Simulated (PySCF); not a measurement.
A run for PySCF: R-M06-2X/def2-TZVPP on C2H6FIn (SMILES C[CH2][InH][F]). Elements past Kr take the def2 small-core potentials; no spin–orbit coupling.

```python
from pyscf import gto, dft

mol = gto.M(
    atom='''
    C    -1.26509320    0.24623898   -0.33893270
    C    -0.28588188   -0.60334157    0.47006426
    In    1.77962555   -0.03129541    0.16619287
    F     1.77871781    1.63276107   -0.92602016
    H    -1.16802575    1.30692965   -0.10737686
    H    -1.10091011    0.14144937   -1.41194176
    H    -2.29727947   -0.05009632   -0.13086042
    H    -0.36937790   -1.66345062    0.22341183
    H    -0.47476897   -0.52023578    1.54270581
    H     3.40299390   -0.45895938    0.51275714
    ''',
    basis='def2-tzvpp',
    ecp={'In': 'def2-tzvpp'},
    charge=0, spin=0, verbose=4, max_memory=1800)
mf = dft.RKS(mol, xc='m062x').density_fit(auxbasis='def2-universal-jkfit')
mf.grids.level = 4
mf.conv_tol = 1e-9
mf.max_cycle = 150
mf.kernel()
mf.dip_moment()
```

It printed:

```
PySCF version 2.14.0

[INPUT] verbose = 4
[INPUT] num. atoms = 10
[INPUT] num. electrons = 48
[INPUT] charge = 0
[INPUT] spin (= nelec alpha-beta = 2S) = 0
[INPUT] symmetry False subgroup None
[INPUT] Mole.unit = angstrom
[INPUT] Symbol           X                Y                Z      unit          X                Y                Z       unit  Magmom
[INPUT]  1 C     -1.265093200000   0.246238980000  -0.338932700000 AA   -2.390679670050   0.465324233392  -0.640489977659 Bohr   0.0
[INPUT]  2 C     -0.285881880000  -0.603341570000   0.470064260000 AA   -0.540238457176  -1.140150326865   0.888292712346 Bohr   0.0
[INPUT]  3 In     1.779625550000  -0.031295410000   0.166192870000 AA    3.363004893778  -0.059139753856   0.314059008155 Bohr   0.0
[INPUT]  4 F      1.778717810000   1.632761070000  -0.926020160000 AA    3.361289513786   3.085471249152  -1.749924488226 Bohr   0.0
[INPUT]  5 H     -1.168025750000   1.306929650000  -0.107376860000 AA   -2.207248773940   2.469739102574  -0.202912857516 Bohr   0.0
[INPUT]  6 H     -1.100910110000   0.141449370000  -1.411941760000 AA   -2.080418595665   0.267300569792  -2.668183230236 Bohr   0.0
[INPUT]  7 H     -2.297279470000  -0.050096320000  -0.130860420000 AA   -4.341229029886  -0.094668324649  -0.247290354346 Bohr   0.0
[INPUT]  8 H     -0.369377900000  -1.663450620000   0.223411830000 AA   -0.698023067467  -3.143466093538   0.422187171688 Bohr   0.0
[INPUT]  9 H     -0.474768970000  -0.520235780000   1.542705810000 AA   -0.897183325742  -0.983103144399   2.915291471675 Bohr   0.0
[INPUT] 10 H      3.402993900000  -0.458959380000   0.512757140000 AA    6.430726474566  -0.867307530500   0.968970563015 Bohr   0.0

nuclear repulsion = 190.538908703161
number of shells = 85
number of NR pGTOs = 325
number of NR cGTOs = 227
basis = def2-tzvpp
ecp = {'In': 'def2-tzvpp'}


******** <class 'pyscf.df.df_jk.DFRKS'> ********
method = DFRKS
initial guess = minao
damping factor = 0
level_shift factor = 0
DIIS = <class 'pyscf.scf.diis.CDIIS'>
diis_start_cycle = 1
diis_space = 8
diis_damp = 0
SCF conv_tol = 1e-09
SCF conv_tol_grad = None
SCF max_cycles = 150
direct_scf = False
XC library pyscf.dft.libxc version 7.1.2
    S. Lehtola, C. Steigemann, M. J. T. Oliveira, and M. A. L. Marques,  SoftwareX 7, 1–5 (2018)
XC functionals = m062x
    Y. Zhao and D. G. Truhlar,  Theor. Chem. Acc. 120, 215 (2008)
    Y. Zhao and D. G. Truhlar,  Theor. Chem. Acc. 120, 215 (2008)
radial grids:
    Treutler-Ahlrichs [JCP 102, 346 (1995); DOI:10.1063/1.469408] (M4) radial grids

becke partition: Becke, JCP 88, 2547 (1988); DOI:10.1063/1.454033
pruning grids: <function nwchem_prune>
grids dens level: 4
symmetrized grids: False
atomic radii adjust function: <function treutler_atomic_radii_adjust>
small_rho_cutoff = 0
Set gradient conv threshold to 3.16228e-05
Initial guess from minao.
tot grids = 212432
******** <class 'pyscf.df.df.DF'> ********
auxbasis = def2-universal-jkfit
init E= -336.825102968537
  HOMO = -0.586589704526944  LUMO = -0.413626139491831  gap/eV = 4.70658
cycle= 1 E= -369.060321013889  delta_E= -32.2  |g|=  1.9  |ddm|= 46.5
  HOMO = -0.148036862266596  LUMO = 0.0321243657159399  gap/eV = 4.90244
cycle= 2 E= -369.171355547197  delta_E= -0.111  |g|=    2  |ddm|= 6.92
  HOMO = -0.301241525637739  LUMO = -0.0192967857136566  gap/eV = 7.67211
cycle= 3 E= -369.737866295514  delta_E= -0.567  |g|= 0.165  |ddm|= 2.12
  HOMO = -0.324970369675974  LUMO = -0.0381860887291978  gap/eV = 7.80380
cycle= 4 E= -369.738366481361  delta_E= -0.0005  |g|= 0.172  |ddm|= 0.215
  HOMO = -0.323533870243022  LUMO = -0.0385129789104646  gap/eV = 7.75581
cycle= 5 E= -369.742658806715  delta_E= -0.00429  |g|= 0.00929  |ddm|= 0.123
  HOMO = -0.323014874511113  LUMO = -0.0377995626198953  gap/eV = 7.76110
cycle= 6 E= -369.742681455842  delta_E= -2.26e-05  |g|= 0.00282  |ddm|= 0.0188
  HOMO = -0.323448355516003  LUMO = -0.0379445878775648  gap/eV = 7.76895
cycle= 7 E= -369.742683725802  delta_E= -2.27e-06  |g|= 0.00107  |ddm|= 0.00783
  HOMO = -0.323327879407849  LUMO = -0.0379834440170015  gap/eV = 7.76462
cycle= 8 E= -369.742684003147  delta_E= -2.77e-07  |g|= 0.000351  |ddm|= 0.0012
  HOMO = -0.323369678567911  LUMO = -0.0379908236119633  gap/eV = 7.76555
cycle= 9 E= -369.742684040441  delta_E= -3.73e-08  |g|= 9.43e-05  |ddm|= 0.00057
  HOMO = -0.323360399814149  LUMO = -0.037987376923315  gap/eV = 7.76540
cycle= 10 E= -369.742684043313  delta_E= -2.87e-09  |g|= 1.79e-05  |ddm|= 0.000157
  HOMO = -0.323360461663807  LUMO = -0.0379874856107243  gap/eV = 7.76539
cycle= 11 E= -369.742684043491  delta_E= -1.78e-10  |g|= 3.7e-06  |ddm|= 5.21e-05
  HOMO = -0.323360494471181  LUMO = -0.0379875924466688  gap/eV = 7.76539
Extra cycle  E= -369.742684043498  delta_E= -6.59e-12  |g|= 1.89e-06  |ddm|= 7.41e-06
converged SCF energy = -369.742684043498
Dipole moment(X, Y, Z, Debye): -0.86710, -3.05218,  1.97218
```

Self-consistency was reached.

Cost: around 60 core-seconds (rough).
